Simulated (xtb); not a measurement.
xtb was given this input:
```
$ xtb mol.xyz --gfn 2 --opt vtight --json

# file mol.xyz
6

Sb     0.04718873    -0.01047937    -0.01274343
F      1.27498843    -0.76133285     1.19795411
F     -1.29945609     0.74405486    -1.18073740
F      0.24604336     1.69452833     0.81546409
F      1.05670725    -0.49729013    -1.48533851
F     -1.35140605    -1.27013659     0.64968130
```

**Question.** What does this run give for the dipole moment, total energy at the end of the optimisation, HOMO-LUMO gap?

**Answer.** 
The dipole moment is 0.01 D and the total energy at the end of the optimisation comes out as -25.9392 Eh. The HOMO-LUMO gap comes out as 6.34 eV.
